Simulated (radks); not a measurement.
The numbers below are computed, except where a source is named.
In11+, 38 electrons, occupied as [Kr] 4d2 (the NIST ground configuration).

Code: a radial shooting solver on a logarithmic mesh with Libxc functionals. Model: scalar-relativistic Kohn-Sham, exchange-only LDA, spin-polarised, spherical densities, point nucleus; open shells are filled with parallel spins first (spin-orbit coupling, left out, can overturn this in heavy ions).

Energy parts (eV):
total: -158739.572
kinetic: 165559.127
electron-nucleus: -375501.146
Hartree: 55071.812
exchange: -3869.366

Orbitals (lengths in bohr, moments of r in powers of bohr; <r^-3> diverges for s and p1/2; r(max) is where P^2 peaks):
| orbital | occ. | eigenvalue (eV) | r(max) | <r^-3> | <1/r> | <r^4> |
|---|---|---|---|---|---|---|
| 1s up | 1 | -27947.91 | 0.01924 | - | 51.80 | 3.730e-06 |
| 1s down | 1 | -27947.90 | 0.01924 | - | 51.80 | 3.730e-06 |
| 2s up | 1 | -4380.981 | 0.1087 | - | 11.81 | 0.0006526 |
| 2s down | 1 | -4380.227 | 0.1087 | - | 11.81 | 0.0006525 |
| 2p up | 3 | -3957.947 | 0.08694 | 4369 | 11.38 | 0.0004681 |
| 2p down | 3 | -3957.348 | 0.08694 | 4370 | 11.38 | 0.0004680 |
| 3s up | 1 | -1009.965 | 0.3154 | - | 4.188 | 0.02932 |
| 3s down | 1 | -1009.416 | 0.3154 | - | 4.189 | 0.02925 |
| 3p up | 3 | -871.4924 | 0.3084 | 806.2 | 3.993 | 0.03093 |
| 3p down | 3 | -870.8980 | 0.3084 | 806.4 | 3.994 | 0.03083 |
| 3d up | 5 | -656.8328 | 0.2568 | 111.2 | 3.772 | 0.02805 |
| 3d down | 5 | -656.0644 | 0.2569 | 111.3 | 3.772 | 0.02793 |
| 4s up | 1 | -324.8898 | 0.7498 | - | 1.743 | 0.7414 |
| 4s down | 1 | -321.8984 | 0.7487 | - | 1.745 | 0.7403 |
| 4p up | 3 | -280.1671 | 0.7839 | 172.8 | 1.623 | 0.9407 |
| 4p down | 3 | -277.1380 | 0.7828 | 173.2 | 1.624 | 0.9411 |
| 4d up | 2 | -212.4531 | 0.8386 | 20.30 | 1.428 | 1.442 |
| 4d down | 0 | -209.4275 | 0.8375 | 20.33 | 1.428 | 1.452 |

The highest occupied level is 4d up at -212.45 eV. Spin moment in Bohr magnetons: 2. The density falls to 0.001 e/bohr^3 at r = 2.08 bohr. For comparison, the ionisation energy in NIST's Atomic Spectra Database is 226 eV (theoretical). In exact Kohn-Sham theory the highest level is minus the ionisation energy, but local and semilocal functionals leave it too shallow, through self-interaction and a potential that decays too fast; potentials with the right tail come closer.
